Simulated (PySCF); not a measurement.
Molecule: `C=CC1=C(C)CPC1`, C₇H₁₁P.

Cartesian coordinates in Å; atom numbers follow the order of the lines, from 1:
```xyz
19

C     2.838    0.358    0.119
C     1.714   -0.146   -0.383
C     0.381    0.126    0.111
C    -0.742   -0.493   -0.284
C    -0.890   -1.583   -1.292
C    -2.002   -0.057    0.412
P    -1.625    1.578    1.218
C     0.187    1.161    1.194
H     3.798    0.112   -0.299
H     2.848    1.023    0.965
H     1.777   -0.817   -1.229
H     0.066   -1.928   -1.671
H    -1.492   -1.233   -2.131
H    -1.412   -2.429   -0.844
H    -2.279   -0.784    1.185
H    -2.851    0.029   -0.270
H    -1.581    2.276   -0.001
H     0.477    0.752    2.169
H     0.777    2.063    1.025
```

Frames of a GFN2-xTB Langevin trajectory at 400 K; GIAO PBE0/pcSseg-1 shieldings in PySCF, gas phase, non-relativistic; equivalent atoms averaged within each frame.

Referencing at the same level of theory: $^{13}$C (σ = 186.93 ppm), $^{1}$H (σ = 31.72 ppm) vs TMS; $^{31}$P (σ = 318.38 ppm) vs H3PO4. The references are static minima.

How do the shifts (ppm) fluctuate along the trajectory?

## Answers


| time (fs) | C4 | C2 | C3 | C1 | C6 | C5 | C8 | P7 | H11 | H9 |
| --- | --- | --- | --- | --- | --- | --- | --- | --- | --- | --- |
| optimised geometry | 149.2 | 139.0 | 143.2 | 119.8 | 39.5 | 18.4 | 32.5 | -87.5 | 7.06 | 5.44 |
| 250 | 152.5 | 141.9 | 141.2 | 120.0 | 39.7 | 22.6 | 20.7 | -121.5 | 7.23 | 5.97 |
| 425 | 153.8 | 141.5 | 141.7 | 123.9 | 37.9 | 23.5 | 31.2 | -66.7 | 7.54 | 5.69 |
| 625 | 145.0 | 150.0 | 136.6 | 127.0 | 43.3 | 19.5 | 39.1 | -72.3 | 8.00 | 5.71 |
| 800 | 147.7 | 143.5 | 143.1 | 116.9 | 38.6 | 16.5 | 41.5 | -73.1 | 7.55 | 4.69 |
| 1000 | 148.6 | 134.8 | 147.4 | 109.9 | 40.0 | 18.4 | 22.6 | -80.7 | 7.40 | 4.54 |
| mean of frames | 149.5 | 142.3 | 142.0 | 119.6 | 39.9 | 20.1 | 31.0 | -82.8 | 7.54 | 5.32 |
| standard deviation | 3.6 | 5.4 | 3.9 | 6.6 | 2.1 | 2.9 | 9.4 | 22.1 | 0.29 | 0.65 |

5 frames give an uncertainty of the mean of about the standard deviation over 2.2 at best, since frames this close in time may not be independent; classical motion lacks zero-point vibration, and the reference would need the same averaging.
